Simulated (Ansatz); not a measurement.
Two isomers of C3H8BNO: A = `B/N=C\OCC`, B = `C=C(O)B(C)N`.

Computed with Ansatz on PBE0-D4/def2-TZVP structures; ΔE is electronic, products minus reactants. CBS: MP2 limit from def2 TZ/QZ plus the TZ coupled-cluster correction, frozen cores. DFT in def2-TZVPP. B3LYP here is the variant with VWN-RPA as its local correlation; programs differ in this. One conformer a species, not always the lowest.

Question: Which is lower in electronic energy at CCSD(T)/CBS, and by how much? (An estimate is asked.)

Answer: Computed: B, by 142.2 kJ/mol.

Question: Give E(B) − E(A) in kJ/mol with B3LYP-D4, MP2/def2-TZVPP, B3LYP, CCSD(T)/def2-TZVPP, PBE-D4, B2PLYP, HF/def2-TZVPP. (Best estimate.)

Answer: Ansatz gave: B3LYP-D4 -122.9, MP2/def2-TZVPP -140.3, B3LYP -116.1, CCSD(T)/def2-TZVPP -135.7, PBE-D4 -122.8, B2PLYP -124.4, HF/def2-TZVPP -115.5. None reverses the order clearly.

Largest T1 diagnostic: 0.014.

From PBE to PBE0 (25 % exact exchange), in def2-TZVPP and without D4, E(B) − E(A) moves by −8.8 kJ/mol. The D4 term adds −6.8 kJ/mol with B3LYP and −3.6 kJ/mol with PBE0; it sums over pairs of atoms, weighted by their polarisabilities, and B3LYP, whose exchange is more repulsive, gets the larger term.
